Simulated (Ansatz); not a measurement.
# Worked example: the barrier

An elementary step of SiNH5SF2, closed shell (SiNH₃F₂ ([NH2][SiH]([F])[F]) + H₂S → SiH₂SF₂ ([F][SiH]([F])[SH]) + NH₃ (still joined by a long Si–N bond); bonds formed: Si1–S7, N2–H6; bonds broken: H6–S7; bonds weakened to dative contacts: Si1–N2). “Start” is the structure reached by relaxing down from the saddle towards the reactants; PBE0-D4/def2-TZVP structures. The saddle:

```xyz
10
angstrom
Si -0.1736 -0.7946 -0.5687
N 1.0229 0.2129 0.3516
F 0.7240 -2.1036 -0.8245
F -1.2568 -1.3686 0.4316
H -0.4784 -0.3712 -1.9339
H 0.2328 1.1669 0.3423
S -1.3324 1.6747 -0.0915
H 1.9182 0.3462 -0.1092
H 1.1910 -0.1345 1.2918
H -1.8476 1.3718 1.1106
```

Ansatz 0.2.0; basis: def2-TZVPP and def2-QZVPP; cores frozen in the correlated methods.

Energies in eV:

| quantity | saddle | start |
| --- | --- | --- |
| Hartree–Fock, triple zeta (X = 3) | -25659.35390 | -25661.07364 |
| Hartree–Fock, quadruple zeta (X = 4) | -25660.25900 | -25661.99667 |
| MP2 correlation, X = 3 | -28.57803 | -27.95261 |
| MP2 correlation, X = 4 | -31.09159 | -30.43249 |
| CCSD(T) correlation, X = 3 | -30.50736 | -29.96396 |

(1) Work out the barrier at the basis limit: extrapolate Hartree–Fock as E(X) = E∞ + A exp(−7.88 √X) and the MP2 correlation as E(X) = E∞ + B X^−2.97 (the exponents that Neese and Valeev fitted for def2-TZVPP and QZVPP), then add CCSD(T) − MP2 in triple zeta.

The T1 diagnostic stays at or below 0.012.

Results:

(1) Each step is linear, so take the differences first (saddle − start): Hartree–Fock 1.71974 (X = 3) and 1.73767 (X = 4); MP2 correlation -0.62542 and -0.65910; CCSD(T) correlation -0.54340.
Two points give E∞ = E(4) + w [E(4) − E(3)], with w = 1/(exp(7.88 (2 − √3)) − 1) = 0.1377 for Hartree–Fock and w = 1/((4/3)^2.97 − 1) = 0.7407 for the correlation.
Hartree–Fock: 1.73767 + 0.1377 × 0.01793 = 1.7401 eV.
MP2 correlation: -0.65910 + 0.7407 × (-0.03368) = -0.6840 eV.
CCSD(T) − MP2: -0.54340 − (-0.62542) = 0.0820 eV.
Sum: 1.7401 + (-0.6840) + 0.0820 = 1.1381 eV, or 26.25 kcal/mol. Plain CCSD(T) in triple zeta gives 1.1763 eV, so the larger basis shifts the result by -0.0382 eV.

Labels in which every atom is bracketed show which atoms are joined, not bond orders.

For scale, one of the runs: CCSD(T)/def2-TZVPP, 247 basis functions, launched by `ansatz run in.yaml --threads 8 --pin off --events-out ev --progress --plain --max-ram 19148MiB`. Hardware: 8 CPU threads of an AMD EPYC 9R45, shared host. Wall time 31 s; peak host memory 5.2 GiB.
